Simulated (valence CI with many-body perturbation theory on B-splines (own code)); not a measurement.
The numbers below are computed, except where a source is named.
## Xe14+: magnetic and hyperfine properties of the levels

Method: configuration interaction combined with many-body perturbation theory (CI+MBPT): four valence electrons over a frozen Dirac-Fock core [Kr], a basis of 9 s, 9 p, 10 d, 8 f, 5 g, 3 h, 1 i functions for each j, with the one-electron correlation potential Σ1, the two-electron term Σ2, the three-electron term Σ3, Breit, model QED; selected CI, second order for the rest (own B-spline code, finite nucleus).

No measured levels were compared; by estimate terms of the open shell hold to 2 to 4 % of their energy, and close levels can change places. Core correlation moves these levels by up to 7100 cm⁻¹, and in measured spectra 5 to 20 % of such shifts remained as error; rates that hang on mixing are uncertain with them. Only levels of the ground parity were solved; by the run's estimate the other parity begins above the list, which can be wrong where configurations are misplaced.

A/g_I is the dipole constant over the nuclear g factor μ/I (μ in nuclear magnetons, uniformly magnetised nucleus), B/Q the quadrupole constant per barn. Both hold the static response of the core; the bare values leave it out. Large factors of s and p1/2 electrons are usually good to 5 to 10 %; those of open d and f shells near neutrality can be off by tens of per cent, and small factors of p3/2, d and f electrons come from cancelling terms and can be off by a factor of two or in sign, in half-filled shells by more. B is blank for J = 1/2, where it vanishes, and for nearly pure S terms. Energies count from the lowest level. Levels with J = 0 are left out.

Names give the largest LS component (configuration and term), which can be under half, so a name can repeat, a term be missing and a line seem to break the LS rules; names also repeat where a configuration has a term twice. Letters in brackets count levels of one name in rising energy.

```tsv
Level	E (eV)	g	A/g_I (MHz)	A/g_I bare	B/Q (MHz/b)	B/Q bare
4d4 5D_1	0.972	1.498	-371	110	1390	1300
4d4 5D_2	1.852	1.477	483	943	1090	1020
4d4 5D_3	2.566	1.458	1150	1590	-734	-702
4d4 5D_4	3.075	1.404	1800	2180	-3460	-3280
4d4 3H_4	4.950	0.963	3080	2970	1310	1230
4d4 3G_3	5.932	0.889	3350	3150	602	566
4d4 3H_5	6.151	1.071	2790	2810	2810	2640
4d4 3F_2 [a]	6.253	0.810	3220	2940	1430	1350
4d4 3P_1 [a]	6.404	1.371	1850	2200	-223	-221
4d4 3H_6	6.686	1.123	2790	2860	2800	2630
4d4 3G_4	7.320	1.036	3000	2970	-1530	-1430
4d4 3D_2	7.679	1.250	2010	2220	452	418
4d4 3F_4 [a]	7.830	1.139	2330	2420	327	308
4d4 3F_3 [a]	8.026	1.153	2710	2820	784	740
4d4 3D_3	8.584	1.120	2050	2110	394	377
4d4 3G_5	9.036	1.160	2310	2420	-1830	-1730
4d4 3P_2 [a]	9.335	1.178	3060	3190	897	839
4d4 1I_6	9.536	1.042	2860	2840	4070	3840
4d4 3D_1	9.565	0.643	4220	3760	963	905
4d4 1G_4 [a]	10.798	1.079	2390	2410	1230	1160
4d4 3P_2 [b]	11.179	1.159	2450	2560	266	245
4d4 1F_3	11.683	1.055	2710	2710	3320	3140
4d4 3P_2 [c]	12.653	1.236	2160	2360	1480	1410
4d4 3F_4 [b]	13.415	1.178	1950	2080	700	661
4d4 3F_2 [b]	13.856	0.883	3620	3420	2670	2510
4d4 3F_3 [b]	13.984	1.070	2930	2940	3910	3670
4d4 3P_1 [b]	14.172	1.485	79.0	548	-1330	-1250
4d4 1G_4 [b]	14.994	1.044	3030	3010	2370	2240
4d4 1D_2	18.330	0.999	2850	2780	-4510	-4250
```

**Question.** Take the isotope of mass number 131, with I = 3/2, μ = 0.69185 μN and Q = -0.114 b. What is the hyperfine structure of 4d4 3H_5?

**Answer.** From the table A = 1290 MHz, B = -320 MHz. Shifts from the centre of gravity in MHz: F = 7/2: -11700, F = 9/2: -5740, F = 11/2: 1420, F = 13/2: 9600.
